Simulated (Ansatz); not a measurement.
C$_{2}$H$_{7}$ClOSi, SMILES `[SiH3]OCCCl`, relaxed with RKS PBE-D4/def2-SVP in Ansatz 0.2.0 from a rough embedded geometry. The force threshold is 0.03 eV/Å; the program also tests the step.

Total charge 0; spin multiplicity 1.

Start:

```xyz
12

Si    0.634    1.933   -0.550
O    -0.438    0.681   -0.220
C     0.126   -0.537    0.219
C    -0.957   -1.631    0.386
Cl   -0.315   -3.143    0.962
H     1.497    1.573   -1.629
H     1.353    2.258    0.669
H    -0.234    3.096   -0.977
H     0.706   -0.391    1.085
H     0.837   -0.918   -0.598
H    -1.667   -1.191    1.175
H    -1.542   -1.731   -0.522
```

```
step  energy (eV)  largest force (eV/Å)  largest move (Å)
   1  -24611.6718                 3.154             0.000
   2  -24611.9677                 0.998             0.067
   3  -24611.9976                 0.550             0.132
   4  -24612.0206                 0.254             0.086
   5  -24612.0234                 0.040             0.035
   6  -24612.0236                 0.030             0.016
```

End:

```xyz
12

Si    0.599    1.978   -0.565
O    -0.362    0.638   -0.219
C     0.172   -0.604    0.203
C    -0.993   -1.564    0.406
Cl   -0.393   -3.170    0.944
H     1.555    1.678   -1.692
H     1.399    2.393    0.644
H    -0.350    3.066   -0.962
H     0.738   -0.506    1.160
H     0.874   -1.031   -0.552
H    -1.688   -1.177    1.175
H    -1.550   -1.700   -0.541
```

Hardware: 4 threads of an Arm Neoverse V2 on a shared host. Wall time 8.5 s, peak host memory 0.16 GiB.
